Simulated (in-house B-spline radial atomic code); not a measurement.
Computed with a B-spline radial atomic code. Model: two electrons, singlet ground state, non-relativistic, full CI in B-splines with partial waves to l = 8 (at full coupling up to 3e-4 hartree above the limit, correlation up to 0.6 % small), density held at that of full coupling by Lieb maximisation.

Along the adiabatic connection the electron repulsion is scaled by a coupling λ while a local potential keeps the density fixed. At λ = 0 the system is the Kohn-Sham one and W equals the exchange energy; the exchange-correlation energy is the area under W between 0 and 1. The kinetic energy rises with λ as the electrons avoid each other, with dT/dλ = −λ dW/dλ.

Command:
```bash
python run_ac.py task.json out
```
Settings (lengths in bohr, energies in hartree):
```
potential              gauss
strength               6.06
lmax                   8
second                 2.74
```

Run time, properties included: 10 s on 1 thread of Intel(R) Xeon(R) Processor @ 2.30GHz, with other jobs on the host.

**W = mean repulsion less Hartree energy, and W of three functionals.**

Given: confinement Gaussian well; well depth 6.06 hartree; well width 2.74 bohr; external potential -V exp(-r^2/w^2).

Computed: LDA exchange minus exact 113.87 millihartree; PBE exchange minus exact 33.044 millihartree.

```tsv
coupling	W xc (hartree)	W xc minus exchange (millihartree)	kinetic minus Kohn-Sham (millihartree)	LDA (PW92) W minus its exchange (millihartree)	PBE W minus its exchange (millihartree)	SCAN W minus its exchange (millihartree)
0	-0.78223	0	0	0	0	0
0.02	?	?	?	?	?	?
0.05	-0.78708	-4.854	0.12	-23.05	-7.68	-4.64
0.12	-0.79364	-11.411	0.68	-43.57	-17.43	-10.79
0.25	-0.80512	-22.89	2.79	-71.69	-33.41	-21.46
0.4	-0.81733	-35.102	6.75	-96.6	-49.44	-32.75
0.6	-0.83208	-49.85	14.09	-123.08	-67.98	-46.43
0.8	-0.8453	-63.065	23.32	-144.78	-84.1	-58.8
1	-0.85718	-74.951	34	-163.25	-98.38	-70.06
1.4	?	?	?	?	?	?
2	-0.90201	-119.78	99.51	-228.29	-151.89	-114.2
3	-0.93139	-149.16	172.04	-269.8	-188.01	-145.01
4.5	-0.9604	-178.17	279.19	-311.77	-225.61	-177
7	-0.98948	-207.25	442.99	-356.05	-266.18	-209.99
10	-1.0102	-228	616.87	-389.66	-297.42	-233.15
```

Q: What belongs in the row 0.02?

A: W xc (hartree): -0.78419; W xc minus exchange (millihartree): -1.959; kinetic minus Kohn-Sham (millihartree): 0.02; LDA (PW92) W minus its exchange (millihartree): -11.38; PBE W minus its exchange (millihartree): -3.16; SCAN W minus its exchange (millihartree): -1.89.

Q: What belongs in the row 1.4?

A: W xc (hartree): -0.87765; W xc minus exchange (millihartree): -95.417; kinetic minus Kohn-Sham (millihartree): 58.42; LDA (PW92) W minus its exchange (millihartree): -193.54; PBE W minus its exchange (millihartree): -122.75; SCAN W minus its exchange (millihartree): -89.83.

Q: What is the SCAN exchange minus exact?

A: 3.0738 millihartree.

**Energy parts, natural occupations and partial-wave weights.**

Computed: total energy -7.7944 hartree; exchange energy -0.78223 hartree; kinetic part of the DFT correlation energy 0.033997 hartree; initial slope twice GL2 -0.09854 hartree; kinetic part over minus potential part 0.45358; Kohn-Sham kinetic 1.4337 hartree; Lieb Oxford ratio E_xc over LDA exchange 1.2316.

```
natural  occupation of the shell (electrons)
      s                               1.9748
      p                             0.022572
      s                            0.0014966
      d                                    ?
      p                            0.0001762
      f                           8.9135e-05
```

Q: What belongs in the row d?

A: occupation of the shell (electrons): 0.00073366.

| wave | weight |
| --- | --- |
| s | 0.98817 |
| p | ? |
| d | 0.00038461 |
| f | 4.941e-05 |
| g | 1.097e-05 |

Q: What belongs in the row p?

A: weight: 0.01138.

Q: What is the Hartree energy?

A: 1.5645 hartree.

Q: What is the correlation energy?

A: -0.040955 hartree.

Half-way to full coupling W has made 57 % of its drop, against 50 % for a straight line, and second-order (GL2) theory, half the initial slope, overshoots the correlation energy by about 20 %: a moderate bend, as in light atoms. Over couplings 0 to 1 the errors in E_xc come to about +52 millihartree for LDA, +18 millihartree for PBE, +5.8 millihartree for SCAN, so SCAN is nearest. In LDA and PBE the errors of exchange and correlation have opposite signs, so the sum is smaller than the larger of the two.
